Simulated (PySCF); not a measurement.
C5H6N3O (doublet state).
Z-matrix (Å and degrees, GFN2-xTB geometry), rows numbered from 1:
```
C 
N   1  1.3040
N   2  1.3829  1  116.31
C   3  1.3540  2  118.48  1     0.66
O   4  1.3443  3  124.31  2   179.36
C   5  1.4413  4  106.76  3   179.38
C   6  1.5436  5  108.34  4     0.76
C   4  1.3682  3  120.21  2    -0.73
N   1  1.3312  2  129.88  3    -0.25
H   1  1.0812  2  114.17  3   179.89
H   3  1.0069  2  116.58  1   178.52
H   6  1.0929  5  107.20  4  -120.76
H   6  1.0928  5  107.20  4   122.38
H   7  1.0908  6  112.34  5   118.29
H   7  1.0906  6  112.46  5  -119.72
```

As a line formula: `C1=NN[C]2OCCC2=N1` [radical].

The calculation used UKS B3LYP, pcH-1 on C H N O, non-relativistic, mean-field spin-orbit, GIAO (PySCF). Isolated species at its GFN2-xTB geometry, gas phase. Couplings are sensitive to structure, and on GFN2-xTB geometries they can be far from those on DFT ones. No stability test was run, so a lower SCF solution isn't excluded.

Problem. Break the g tensor into its mass correction, gauge correction and orbital-Zeeman/spin–orbit terms.

Solution. 
```csv
Δg (ppm),1,2,3
relativistic mass correction,-240,-240,-240
gauge correction,-20,46,43
orbital Zeeman/spin–orbit,-6,1974,2447
total,-266,1780,2250
```

So g = 2.00205, 2.00410, 2.00457 and g_iso = 2.00357; the tensor is rhombic: the two nearest values differ by 19 % of g3 − g1. Axes: g2 points within 9° of the N2–N3 bond.

Problem. How much does each term add to the isotropic shift?

Solution. The orbital-Zeeman/spin–orbit term 1472, the mass correction -240 and the gauge correction 23 ppm, for a total of 1254 ppm. The orbital-Zeeman/spin–orbit term is the largest in size. The mass correction is the same along every axis, so the anisotropy comes from the other two: their spans along these axes are 66 (gauge) and 2454 ppm (orbital Zeeman/spin–orbit).

Problem. What effective moment and Curie constant follow for a powder?

Solution. With the mean of g² = 4.0143 and S(S+1) = 0.75: μ_eff = √(⟨g²⟩S(S+1)) = 1.735 μB and χT = 0.12505·⟨g²⟩·S(S+1) = 0.376 cm³ K/mol (cgs; spin-Hamiltonian part alone).

Problem. What are the electron Larmor frequencies g μB B/h along the three axes at 350 mT?

Solution. 9.8074, 9.8175, 9.8198 GHz for g1, g2 and g3, a range of 12.3 MHz.

Problem. In a frozen sample, at which fields do the three g values resonate at 9.5, 34, 94 and 263 GHz (hyperfine left aside), and which band first spreads them over more than twice a line width of 0.3 mT?

Solution. 
```csv
band,GHz,B(g3) mT,B(g2) mT,B(g1) mT,spread mT
X,9.5,338.60,338.68,339.03,0.43
Q,34.0,1211.84,1212.13,1213.37,1.52
W,94.0,3350.39,3351.18,3354.60,4.21
J,263.0,9373.96,9376.16,9385.74,11.78
```

The spread grows in proportion to the frequency. Q band is the first where it exceeds 0.6 mT.

Largest spin populations (Mulliken): N9 (+0.35), N2 (+0.27), N3 (+0.24) and C8 (+0.15). The positive populations add up to 1.16 and the negative ones to -0.16, together 2S = 1.

The HOMO–LUMO gaps are 3.78 eV among the α and 5.15 eV among the β orbitals.

The SMILES draws the unpaired electron on C4; the largest computed Mulliken spin population is on N9 (0.35 against 0.09).
